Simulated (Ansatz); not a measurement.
Start from `C=[C](Cl)[AlH][SiH3]` and change one atom or group to get `C=C(Cl)[SiH2][AlH2]`.

Ansatz, PBE0-D4/def2-TZVP geometries, multiplicity 1. Each molecule was computed in one conformer, which needn't be the lowest.

```json
{"property": "size of the dipole moment (ωB97M-V/def2-TZVPP) / D", "`C=[C](Cl)[AlH][SiH3]`": "1.16"}
{"property": "HOMO energy (B3LYP/def2-TZVPP) / eV", "`C=[C](Cl)[AlH][SiH3]`": "-7.39"}
{"property": "HOMO energy (PBE/def2-TZVPP) / eV", "`C=[C](Cl)[AlH][SiH3]`": "-6.45"}
{"property": "HOMO–LUMO gap (B3LYP/def2-TZVPP) / eV", "`C=[C](Cl)[AlH][SiH3]`": "4.99"}
{"property": "HOMO–LUMO gap (ωB97M-V/def2-TZVPP) / eV", "`C=[C](Cl)[AlH][SiH3]`": "9.10"}
{"property": "size of the dipole moment (PBE/def2-TZVPP) / D", "`C=[C](Cl)[AlH][SiH3]`": "1.10"}
```

(1) What does the change do to each property? (Estimate.)

## Answers

(1) The calculation gave: 
```json
{"property": "size of the dipole moment (ωB97M-V/def2-TZVPP) / D", "`C=C(Cl)[SiH2][AlH2]`": "2.11", "shift": "0.95"}
{"property": "HOMO energy (B3LYP/def2-TZVPP) / eV", "`C=C(Cl)[SiH2][AlH2]`": "-7.04", "shift": "0.35"}
{"property": "HOMO energy (PBE/def2-TZVPP) / eV", "`C=C(Cl)[SiH2][AlH2]`": "-6.17", "shift": "0.28"}
{"property": "HOMO–LUMO gap (B3LYP/def2-TZVPP) / eV", "`C=C(Cl)[SiH2][AlH2]`": "5.72", "shift": "0.73"}
{"property": "HOMO–LUMO gap (ωB97M-V/def2-TZVPP) / eV", "`C=C(Cl)[SiH2][AlH2]`": "9.95", "shift": "0.85"}
{"property": "size of the dipole moment (PBE/def2-TZVPP) / D", "`C=C(Cl)[SiH2][AlH2]`": "2.10", "shift": "1.00"}
```

With PBE0 the HOMO rises by 0.36 eV and the LUMO rises by 1.07 eV, so the gap widens by about 0.71 eV. PBE moves the HOMO by 0.28 eV and ωB97M-V by 0.39 eV. Dipoles are sizes alone; their direction can turn.

B3LYP here is the variant with VWN-RPA as its local correlation; programs differ in this.
